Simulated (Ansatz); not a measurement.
BiMe3 (C₃H₉Bi). Total charge 0; singlet. Geometry PBE0-D4/def2-SVP, basis def2-TZVP, Ansatz.

```json
{"run": "A", "HOMO (eV)": "-6.60", "LUMO (eV)": "0.11"}
{"run": "B", "HOMO (eV)": "-5.64", "LUMO (eV)": "-0.60"}
{"run": "C", "HOMO (eV)": "-8.72", "LUMO (eV)": "1.87"}
{"run": "D", "HOMO (eV)": "-5.58", "LUMO (eV)": "-0.52"}
{"run": "E", "HOMO (eV)": "-5.85", "LUMO (eV)": "-0.28"}
{"run": "F", "HOMO (eV)": "-6.45", "LUMO (eV)": "-0.15"}
```

In the def2 sets Bi takes a core potential; there is no spin–orbit coupling. B3LYP takes the VWN-RPA correlation.

The runs used B3LYP, PBE, PBE0, r2SCAN, revPBE, ωB97X-V. Estimate which is which.

A PBE0 (25 % exact exchange); B PBE (0 % exact exchange); C ωB97X-V (range-separated); D revPBE (0 % exact exchange); E r2SCAN (0 % exact exchange); F B3LYP (20 % exact exchange). Exact exchange lowers occupied and raises empty levels; among semilocal functionals meta-GGAs tend to open the gap a little, and such runs are hard to tell apart. The gap grows from 5.03 eV (PBE) to 10.59 eV (ωB97X-V).
